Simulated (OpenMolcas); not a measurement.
Ag5+: the spin-orbit constant, worked from levels

```
Program             : OpenMolcas 26.06
Basis               : ANO-RCC-VQZP [8s7p5d3f2g1h]
Scalar Hamiltonian  : DKH2, point nucleus
Active space        : 6 electrons in 5 orbitals (4d)
State averaging     : 2S+1 = 5 even, 5 roots; 2S+1 = 3 even, 45 roots; 2S+1 = 1 even, 50 roots
Spin-orbit coupling : RASSI with atomic mean-field integrals over the reference wave functions, term energies averaged over their components
```

Methods: CASSCF; MS-CASPT2, IPEA 0.25 Eh, imaginary shift 0.1 Eh (closed shells correlated: 4s 4p). Measured levels: the list in Gamrath, thesis, University of Mons (2023).

**The spin-orbit constant.** For the Hund term 5D of d6, E(J) = (A/2) J(J+1) + constant and ζ = -2S·A = -4A. From J = 0 to J = 4 the energy changes by 10 A.

```csv
Source,E(4) - E(0),A,ζ
CASSCF,-5244.0,-524.4,2098
MS-CASPT2,-5192.6,-519.3,2077
measured,-5380.0,-538.0,2152
```

All in cm-1. MS-CASPT2 is off by -3.5 % and CASSCF by -2.5 %. Both methods take the spin-orbit matrix elements from the reference wave functions, so the second can move ζ only through the term energies and any multistate remixing. Second-order mixing with other terms is absorbed into this ζ.

Without dynamic correlation excited terms often stand tens of per cent too high (terms of higher spin than the ground term too low), and those without a measured partner can miss by more than the paired ones (holds for CASSCF). Computed and measured levels are paired by configuration, term and J; levels that our copy of the source lacks, or whose pairing is in doubt (as where it misses far off the trend of its configuration), stay unpaired and out of the deviations. Levels of configurations outside the active space are missing.
